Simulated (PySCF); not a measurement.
```xyz
4
charge 0 multiplicity 4, angstrom
Co   -0.0274    0.0218    0.0213
F     1.7087   -0.1430   -0.1277
O    -1.7823    0.0492    0.0346
H    -2.3204    0.6150    0.5886
```

These are results of PySCF, UPBE0, basis Co def2-TZVP, F def2-TZVP, O def2-TZVP, H def2-TZVP (no relativity, density fitting), not measurements.

This geometry of CoF(OH) is a stationary point at this level.

What is the point group?

Cs.

Is it a minimum?

Yes: all harmonic wavenumbers are real.

Which band is strongest in the infrared?

764 cm⁻¹ (a'), 171 km/mol.

Give the ideal-gas entropy at 298.15 K and 1 bar by parts.

translation 165.6, rotation 86.0, vibration 27.4, spin 11.5; total 290.6 J/(mol K).

What is the atomisation energy, with and without zero-point energy?

1273 kJ/mol without, 1236 kJ/mol with.

Only a few start shapes were tried, so a lower isomer may exist. With open d or f shells other occupations or spin states may lie lower.
